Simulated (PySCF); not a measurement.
Dipole moment and polarisability of `CNCCCNC`

C5H14N2.
Geometry (GFN2-xTB, Å), atoms numbered from 1 in this order:
```
atom  x, y, z in Å
C1    -3.016    0.574   -0.368
N2    -2.483   -0.642    0.208
C3    -1.044   -0.789    0.122
C4    -0.223    0.192    0.973
C5     1.274   -0.074    0.857
N6     1.735    0.133   -0.503
C7     3.153   -0.106   -0.660
H8    -2.686    0.638   -1.405
H9    -2.715    1.497    0.150
H10   -4.104    0.515   -0.353
H11   -2.778   -0.722    1.177
H12   -0.806   -1.810    0.433
H13   -0.753   -0.681   -0.925
H14   -0.429    1.216    0.653
H15   -0.520    0.099    2.021
H16    1.482   -1.118    1.116
H17    1.817    0.564    1.581
H18    1.515    1.082   -0.792
H19    3.780    0.506    0.008
H20    3.436    0.099   -1.691
H21    3.355   -1.156   -0.447
```

Level: PBE0/def2-SVPD (PySCF), static field, nuclei fixed, core orbitals frozen in the response. The polarisability tensor in these axes (au):

```
x   96.67 -1.76 -0.79
y   -1.76 72.73 -0.72
z   -0.79 -0.72 75.00
```

Problem. Diagonalise the tensor; give its mean and Δα, where Δα² is half the sum of the squared differences of the eigenvalues.

Solution. Principal values 72.37, 75.21 and 96.82 au; mean 81.47 au = 12.07 Å³ = 13.43 × 10⁻⁴⁰ C²·m²/J; Δα = 23.17 au (28 % of the mean).

Problem. What is the dipole moment, and where does it point?

Solution. (0.86, 1.39, 1.01) D, 1.92 D in size, pointing from the negative to the positive side. Measured along this direction, the outermost atoms are H10 at the negative end and H19 and H17 at the positive end.

Problem. Rayleigh depolarisation ratio (linearly polarised light, static tensor)?

Solution. ρ = 3Δα²/(45ᾱ² + 4Δα²) = 1610.1/(298652 + 2146.8) = 0.00535.

Problem. Find the Langevin capture rate constant for H3+ (3.023 u) meeting this molecule (102.116 u), k = 2.342 × 10⁻⁹ cm³/s × √(α in Å³ / reduced mass in u).

Solution. The reduced mass is 2.94 u, so k = 4.75 × 10⁻⁹ cm³/s. The formula leaves out the permanent dipole, which adds to the capture rate.

Problem. Refractivity n − 1 of an ideal gas of it at 273.15 K and 1 atm, from the electronic α?

Solution. N = p/kT = 2.6868 × 10¹⁹ cm⁻³, so n − 1 = 2π × N × 12.07 × 10⁻²⁴ cm³ = 2038 × 10⁻⁶ at long wavelengths.

Isolated species at its GFN2-xTB geometry (one conformer only).
